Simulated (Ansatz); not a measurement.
Consider the hydrogen abstraction from the O–H bond: `O[Si](F)(F)F` + F• → `[O][Si](F)(F)F`• + H–F.

Computed with Ansatz on PBE0-D4/def2-TZVP structures; ΔE is electronic, products minus reactants. CBS: MP2 limit from def2 TZ/QZ plus the TZ coupled-cluster correction, frozen cores. This one scheme is used for every species, atoms too. Open shells (•) are unrestricted, without spin–orbit coupling. Spin–orbit coupling would lower the free atoms: a little for F. One conformer a species, not always the lowest.

```csv
species,CCSD(T)/CBS(def2) energy (Eh)
`O[Si](F)(F)F`,-664.50577
F•,-99.66871
`[O][Si](F)(F)F`•,-663.79149
H–F,-100.39570
```

(1) Work out ΔE.

Largest T1 diagnostic among the species: 0.012.

## Answers

(1) ΔE = (-663.79149) + (-100.39570) − (-664.50577) − (-99.66871) = -0.01271 Eh = -33.4 kJ/mol.

From r2SCAN to r2SCAN0 (25 % exact exchange), in def2-TZVPP and without D4, ΔE moves by +12.2 kJ/mol. In def2-TZVPP, CCSD(T) changes the Hartree–Fock value by −29.9 kJ/mol (the triples alone add −1.4 kJ/mol) and MP2 by −30.3 kJ/mol.
